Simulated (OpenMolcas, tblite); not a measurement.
Si2H3OF (SMILES F[Si]O[SiH3]): methods side by side

Si2H3OF has 7 atoms, charge 0, and is taken as a singlet. SMILES: `F[Si]O[SiH3]`. The shape is that of a PBE0-D4/def2-TZVP optimisation. This is one conformer, not always the lowest.

| atom | x (Å) | y (Å) | z (Å) |
| --- | --- | --- | --- |
| F | 0.6393 | -1.8295 | 1.6087 |
| Si | -0.4287 | -2.1655 | 0.4415 |
| O | -0.5383 | -0.7365 | -0.3346 |
| Si | -0.0256 | 0.8371 | -0.4067 |
| H | -0.7051 | 1.4807 | -1.5555 |
| H | -0.3857 | 1.5378 | 0.8500 |
| H | 1.4440 | 0.8758 | -0.6033 |

Quantity: the vertical energy of the triplet above the singlet, in eV. The values are calculated.

```csv
level,kind,program,value (eV),CPU time (all runs)
GFN1-xTB,semi-empirical,tblite,4.12,under 2 s
HF/def2-SVPD,Hartree–Fock,OpenMolcas,2.25,37 s
SVWN5/def2-SVPD,LDA,OpenMolcas,3.31,75 s
revPBE/def2-SVPD,GGA,OpenMolcas,3.04,2 min
TPSS/def2-SVPD,meta-GGA,OpenMolcas,3.00,2.8 min
B3LYP/def2-SVPD,global hybrid,OpenMolcas,3.24,1.7 min
```

The values span 2.25 to 4.12 eV. Times are those of the runs behind each value, whatever else they computed, on shared processors of several kinds: orders of magnitude only.
